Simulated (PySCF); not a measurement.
trifluoromethoxyethane (C₃H₅F₃O), SMILES FC(F)(F)OCC. Atoms are numbered in the order given.

```xyz
12

C      2.7178     0.1103    -0.5870
C      1.2330     0.1076    -0.8769
O      0.5440    -0.0422     0.3747
C     -0.7924    -0.0475     0.3219
F     -1.2900     1.0953    -0.1842
F     -1.2713    -1.0437    -0.4445
F     -1.2663    -0.2006     1.5502
H      3.0198    -0.8315    -0.1051
H      3.2819     0.2212    -1.5253
H      2.9803     0.9440     0.0812
H      0.9126     1.0503    -1.3498
H      0.9526    -0.7271    -1.5399
```

The structure is a stationary point at ωB97X-D3(BJ)/def2-SVP. One conformer was computed; it need not be the lowest.

Level of theory: SMD-B3LYP/def2-SVP in PySCF.

Solvation free energies are E(SMD) − E(gas) at the gas-phase geometry, for 1 M in both phases. In vacuum the dipole moment is 2.54 D.

### Question
Rank water, ethylethanoate, cyclohexanone by solvation free energy, most negative first.

### Answer
ethylethanoate (-2.4 kcal/mol), cyclohexanone (-2.1 kcal/mol), water (1.0 kcal/mol)
